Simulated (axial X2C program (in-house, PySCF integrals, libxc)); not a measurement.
**What spin–orbit coupling does to NaW**

Calculated with an in-house all-electron X2C program for linear molecules (integrals from PySCF). Spin-free means the one-electron spin-free X2C Hamiltonian; two-component (2c) means X2C with spin–orbit coupling and atomic mean-field two-electron Coulomb and Gaunt terms, so the difference of the two also holds small scalar two-electron terms. Basis: W dyall-cv3z [13s14p9d7f4g], Na dyall-cv3z [9s8p5d2f] (cores contracted in-house); Gaussian nuclei, density fitting, unrestricted open shells. Masses: W 183.951 u, Na 22.990 u.

Spin-free state: M_S = 5/2, Λ = 0 (beyond evenly filled blocks: σα, π+α, π-α, δ+α, δ-α); fragments W + Na.

| level | Re (Å) | ωe (cm⁻¹) | μ (D) |
| --- | --- | --- | --- |
| PBE0 | 2.938 | 175.3 | 4.29 |
| HF | 3.401 | 77.8 | 0.43 |
| PBE | 2.931 | 179.5 | 4.53 |
| BP86 | 2.928 | 180.1 | 4.90 |
| TPSS | 2.962 | 173.5 | 4.63 |

Dipoles are positive if Na is the positive end.

Two-component determinant lowest at the distance of the search:

Ω = 5/2 (⟨Sz⟩ = 2.46, ⟨Lz⟩ = 0.04 at PBE0); fragments W + Na.

| level | Re (Å) | ωe (cm⁻¹) | μ (D) |
| --- | --- | --- | --- |
| PBE0 | 2.936 | 175.6 | 4.32 |
| HF | 3.393 | 78.6 | 0.50 |
| PBE | 2.929 | 179.6 | 4.55 |
| BP86 | 2.926 | 180.3 | 4.92 |
| TPSS | 2.959 | 173.7 | 4.64 |

Q: From the two tables, how do the constants change at the PBE0 level (2c against spin-free)?

A: At the PBE0 level Re drops by 0.002 Å and ωe increases by 0.3 cm⁻¹.

Occupations by symmetry block were frozen at the best pattern of an incomplete PBE0 search. De is not given where an atomic determinant may have missed its ground term or J level, or where the truncated virtual space spoils (T). Density functionals use the spin component along the axis (collinear). Without a current term, density functionals place determinants with orbital angular momentum somewhat too high. With several unpaired electrons one determinant need not be a pure state. This is the top spin component of a Σ state; components of lower Ω are not single determinants and can lie lower. The determinant is spin-polarised beyond a pure state at some levels (its spin-free form has ⟨S²⟩ too high), which makes Re and μ there less reliable.
